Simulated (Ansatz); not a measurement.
Cost and result for the atomization energy of CH5BGe (`[BH]1[CH2][GeH2]1`) (8 atoms, 8 bonds).

Total charge 0; spin multiplicity 1. Correlated methods include outer-core shells of Ge, which these sets cover unevenly. Scalar relativity is left out up to krypton. Geometry: relaxed with PBE0-D4/def2-TZVP. Program: Ansatz. All runs use 2 threads of an Arm Neoverse V1 on a shared host. Times are those of one run each, without the atoms' runs, and a repeat can differ threefold. Electronic energies, without spin–orbit coupling; frozen cores. CCSD(T)/CBS adds CCSD(T) − MP2 in def2-TZVPP to the MP2 limit, and its time is that of the two runs behind it. T1 = 0.012. With those shells the extrapolation isn't a true limit. HSE06 is the plane-wave form, built on full-range PBE exchange.

CCSD(T)/CBS is a level of theory with its own doubt, some kJ/mol a heavy atom from the limit and from the frozen cores, so smaller differences don't rank the functionals.

```
                          level  functions  wall time
         LDA (SPW92)/def2-TZVPP        180      1.1 s
             BLYP-D4/def2-TZVPP        180      2.2 s
PBE-D4/def2-TZVPP (with forces)        180      2.5 s
            BHLYP-D4/def2-TZVPP        180      2.8 s
               CCSD(T)/def2-SVP         85        3 s
            HSE06-D4/def2-TZVPP        180      3.1 s
          r2SCANh-D4/def2-TZVPP        180      4.7 s
              B2PLYP/def2-TZVPP        180      4.7 s
            PBE-QIDH/def2-TZVPP        180      4.8 s
              B97M-V/def2-TZVPP        180        9 s
                 MP2/def2-QZVPP        353       18 s
             CCSD(T)/def2-TZVPP        180       47 s
              CCSD(T)/CBS(def2)          –       65 s
```

What atomization energy does each give, and how far from CCSD(T)/CBS? (Estimate.)

Computed: 
```tsv
level	atomization (kcal/mol)	difference from CCSD(T)/CBS	per bond
LDA (SPW92)/def2-TZVPP	703.1	87.1	10.9
BLYP-D4/def2-TZVPP	613.6	-2.4	-0.3
PBE-D4/def2-TZVPP (with forces)	626.5	10.5	1.3
BHLYP-D4/def2-TZVPP	602.5	-13.5	-1.7
CCSD(T)/def2-SVP	584.5	-31.5	-3.9
HSE06-D4/def2-TZVPP	618.7	2.7	0.3
r2SCANh-D4/def2-TZVPP	619.3	3.3	0.4
B2PLYP/def2-TZVPP	610.5	-5.5	-0.7
PBE-QIDH/def2-TZVPP	614.7	-1.3	-0.2
B97M-V/def2-TZVPP	625.2	9.2	1.1
MP2/def2-QZVPP	614.4	-1.6	-0.2
CCSD(T)/def2-TZVPP	603.7	-12.3	-1.5
CCSD(T)/CBS(def2)	616.0	0.0	0.0
```

From BLYP to BHLYP (50 % exact exchange), in def2-TZVPP and without D4, the atomization energy moves by −8.2 kcal/mol: exact exchange takes away binding that semilocal exchange gives to molecules. Leaving LDA and LC-ωPBE aside and taking each functional with its dispersion term where it has one, the values spread over 24.0 kcal/mol, from BHLYP-D4 to PBE-D4. LDA lies +79.7 kcal/mol from PBE without D4, its usual overbinding. The D4 term adds +4.9 kcal/mol with B3LYP and +2.5 kcal/mol with PBE0; it sums over pairs of atoms, weighted by their polarisabilities, and B3LYP, whose exchange is more repulsive, gets the larger term.

B3LYP here is the variant with VWN-RPA as its local correlation; programs differ in this.
